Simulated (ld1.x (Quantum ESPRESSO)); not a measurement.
## Ranking PAW potentials for Tc

All share these settings but for the change named:

- Element: technetium (Tc)
- Generator: ld1.x (Quantum ESPRESSO) 7.5
- Type: PAW
- Functional: BLYP
- Relativity: scalar-relativistic
- Frozen core: [Kr]
- Valence charge: 7
- Reference configuration: 4d5 5s2 5p0
- Partial waves: 5s (bound): rcut 2.25, rcutus 2.50 bohr; 5s channel at 1.55 Ry: rcut 2.25, rcutus 2.50 bohr; 5p (bound, empty): rcut 2.85, rcutus 3.10 bohr; 5p channel at 0.75 Ry: rcut 2.85, rcutus 3.10 bohr; 4d (bound): rcut 2.25, rcutus 2.50 bohr; 4d channel at 0.45 Ry: rcut 2.25, rcutus 2.50 bohr
- Local potential: all-electron potential smoothed inside 2.30 bohr (lloc = -1)
- Core correction: Bessel-smoothed model core inside 1.15 bohr
- Augmentation charge: BESSEL, radius 2.60 bohr

Test errors are all-electron minus pseudo excitation energies from the reference, over 4d5 5s1 5p0; 4d5 5s0 5p0; 4d4 5s0 5p0; 4d6 5s0 5p0; 4d5 5s1 5p1; 4d5 5s0 5p2; 4d4 5s2 5p1. None of these files shows a bound ghost.

The base gives 191.5 meV.

Of 12 variants that were run, those that failed, showed a ghost or another fault, or gave nearly equal values are left out.

A variant can come out equal or close to the base, since the largest error may sit in a test that the change hardly touches while other tests move.

Q: Rank these variants by their largest absolute test error, smallest first.
A. waves 5s (bound): rcut 2.25, rcutus 3.70 bohr; 5s channel at 1.55 Ry: rcut 2.25, rcutus 3.70 bohr
B. wave 4d channel at 0.45 Ry: rcut 2.25, rcutus 2.50 bohr becomes 4d channel at -0.32 Ry: rcut 2.25, rcutus 2.50 bohr
C. type TM; waves now 5s (bound): rc 2.50 bohr; 5p (bound): rc 3.10 bohr; 4d (bound): rc 2.50 bohr; local potential all-electron potential smoothed inside 2.70 bohr (lloc = -1)

A: C (139.0 meV), B (165.0 meV), A (202.3 meV).
